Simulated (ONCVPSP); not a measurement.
platinum (Pt), ONCV: configuration errors across variants

```json
{
 "Element": "platinum",
 "Generator": "ONCVPSP 4.0.1",
 "Type": "optimised norm-conserving Vanderbilt (ONCV)",
 "Functional": "LDA (Perdew-Zunger)",
 "Relativity": "scalar-relativistic",
 "Frozen core": "[Xe] 4f14",
 "Valence charge": "10",
 "Reference configuration": "5d9 6s1",
 "Partial waves": "6s: rc 2.45 bohr, ncon 4, nbas 8, qcut 2.2 1/bohr, 3 projectors, debl 3.3 Ha; p scattering state at 0.05 Ha: rc 2.20 bohr, ncon 4, nbas 8, qcut 4.2 1/bohr, 3 projectors, debl 0.6 Ha; 5d: rc 2.15 bohr, ncon 3, nbas 7, qcut 7 1/bohr, local; f scattering state at 0.16 Ha: rc 2.15 bohr, ncon 4, nbas 8, qcut 6 1/bohr, 2 projectors, debl 3.9 Ha",
 "Local potential": "the d channel",
 "Core correction": "none"
}
```

All-electron excitation energies from the reference (eV): (1) 5d9 6s0 9.545; (2) 5d8 6s0 29.804; (3) 5d7 6s0 62.315; (4) 5d8 6s1 11.417.

A true bound ghost makes a file unfit for plane-wave use even where its test errors are small: the radial tests pick states by their node count and pass the ghost by.

Errors AE − PS in meV (a dash: test not solved or not reliable):

```csv
change,(1),(2),(3),(4),bound ghosts,GHOST(+) flags above zero
base,-0.6,-9.5,-69,-9.0,p,s
d: qcut 4.6,+3.4,-72,-198,-22,"s, p","s, p"
d: qcut 5.6,+1.4,-35,-128,-15,p,"s, p"
d: qcut 6.6,-0.1,-15,-82,-10,p,s
d: qcut 7.8,-1.3,-2.6,-50,-6.9,p,s
d: qcut 10.2,-1.6,-0.2,-43,-6.1,p,s
```

Give the same row for: d: qcut 9.2.

-1.6, -0.4, -44, -6.2; bound ghosts: p; GHOST(+) flags above zero: s.
